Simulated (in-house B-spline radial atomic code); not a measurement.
Ti+ is squeezed into an impenetrable sphere of radius R (the orbitals vanish at R). Level of theory: Dirac-Kohn-Sham LDA VWN5, spherical fractional occupations, Fermi nucleus of rms radius 3.5921 fm; calculated with a B-spline radial code for spherical atoms.

Energies in eV above the free ion in [Ar] 3d2 4s1:

```
R (bohr)  highest level (eV)  [Ar] 3d2 4s1  [Ar] 3d2 4f1  [Ar] 3d2 4d1
    7.57               -10.5       0.05975         13.52         9.798
    5.58                -9.4        0.8421         18.69         13.97
    4.76               -7.61         2.413         23.45         18.53
    4.32               -5.68         4.267         27.43         22.66
    3.89               -2.49         7.557         32.99         28.74
    3.03                13.4         26.29         55.12         54.75
    2.74                25.3         42.42          70.5         73.46
    2.09                88.8         148.4         159.4         180.8
    1.97                 112         193.3         195.9         223.9
     1.5                 291         615.3           538         616.2
```

Does [Ar] 3d2 4f1 fall below [Ar] 3d2 4s1 under compression?

Yes, between R = 1.97 and 1.5 bohr the order changes (near 1.96 bohr by linear interpolation).

Does [Ar] 3d2 4d1 fall below [Ar] 3d2 4s1 under compression?

No, it stays above over the whole range.

The highest level is first positive in the row R = 3.03 bohr, pushed up by confinement above the zero of the free ion's potential. Each configuration is held fixed and needn't be the lowest in the sphere.
